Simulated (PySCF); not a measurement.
Species: pyridin-4-ylsilane, C5H7NSi (charge 0, singlet). SMILES: [SiH3]c1ccncc1
Geometry: optimised at B3LYP-D3(BJ)/def2-TZVP (Ansatz).

Dispersion corrections to the total energy (kcal/mol) from the dftd3 and dftd4 libraries through PySCF: D3(BJ) without and D4 with the three-body term, each with the damping fitted for the functional named.

```
functional  D3(BJ)      D4
----------  ------  ------
TPSSh       -10.62  -11.21
B2PLYP         [?]   -6.39
PBE0         -7.93   -7.71
HSE06        -6.19   -7.17
HF          -69.23  -32.89
TPSS           [?]  -12.33
PW6B95       -4.75     [?]
```

Task: Fill in the missing entries.

Result: 
- B2PLYP, D3(BJ): -7.45
- TPSS, D3(BJ): -11.50
- PW6B95, D4: -7.84
